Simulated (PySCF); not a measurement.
C5H5Cl, SMILES ClC(=C)C#CC. Atoms are numbered in the order given.

```xyz
11

C      1.6970    -1.3565     0.0000
C      0.4834    -0.7584     0.0000
Cl    -0.9800    -1.7499     0.0000
C      0.2460     0.6416     0.0000
C      0.0201     1.8486     0.0000
C     -0.2437     3.2777     0.0000
H      1.7888    -2.4512     0.0000
H      2.6063    -0.7391     0.0000
H      0.1913     3.7694    -0.8957
H      0.1913     3.7694     0.8957
H     -1.3346     3.4833     0.0000
```
Charge 0, spin multiplicity 1.

Coordinates come from a PBE-D3(BJ)/def2-SVP optimisation. The structure was generated by enumeration, and PubChem lists no compound with its InChIKey, so it may never have been made.

These are PBE/pcSseg-1 (PySCF) values and carry that method's errors.

GIAO shieldings, no solvent; atoms alike by connectivity are averaged. δ = σ(ref) − σ: ¹³C against TMS (σ = 182.0 ppm); ³⁵Cl against HCl (σ = 936.5 ppm); ¹H against TMS (σ = 31.49 ppm), references at their B3LYP-D3(BJ)/def2-TZVP geometries, non-relativistic (without spin–orbit terms, shifts of atoms bonded to Cl or Br come out too high).

| nucleus | atoms | count | δ (ppm) |
|---|---|---|---|
| ¹³C | C2 | 1 | 138.1 |
| ¹³C | C1 | 1 | 129.5 |
| ¹³C | C5 | 1 | 101.5 |
| ¹³C | C4 | 1 | 86.6 |
| ¹³C | C6 | 1 | 10.0 |
| ³⁵Cl | Cl3 | 1 | 349.0 |
| ¹H | H7, H8 | 2 | 6.13 |
| ¹H | H9, H10, H11 | 3 | 2.70 |
